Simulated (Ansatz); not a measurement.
`C[N]=[W](=[O])([F])[O]C` from Hartree–Fock to CCSD(T)

Z-matrix (Å, degrees):
```
W
C 1 3.055
N 1 1.744 2 89.6
C 1 3.089 2 95.2 3 -9.8
F 1 1.877 2 120.3 3 111.3
O 1 1.708 2 116.5 3 -110.0
O 1 1.865 2 18.1 3 179.3
H 2 1.093 1 87.4 3 -13.0
H 2 1.093 1 114.3 3 97.2
H 2 1.092 1 124.6 3 -124.7
H 4 1.096 1 97.7 2 -117.4
H 4 1.094 1 116.2 2 127.4
H 4 1.095 1 117.3 2 -1.9
```

The species carries charge 0 and has multiplicity 1. Correlated methods include outer-core shells of W, which these sets cover unevenly. W takes the def2 core potential. Geometry: relaxed with PBE0-D4/def2-TZVP. It is one conformer, not always the lowest. Frozen core, restricted reference, Ansatz.

```csv
basis,HF (Eh),MP2 corr.,CCSD corr.,(T),CCSD(T) total
def2-SVP,-449.02674,-1.40527,-1.37939,-0.05821,-450.46434
def2-TZVPP,-449.53091,-1.79897,-1.75512,-0.08967,-451.37570
def2-QZVPP,-449.54973,-1.95522,–,–,–
```
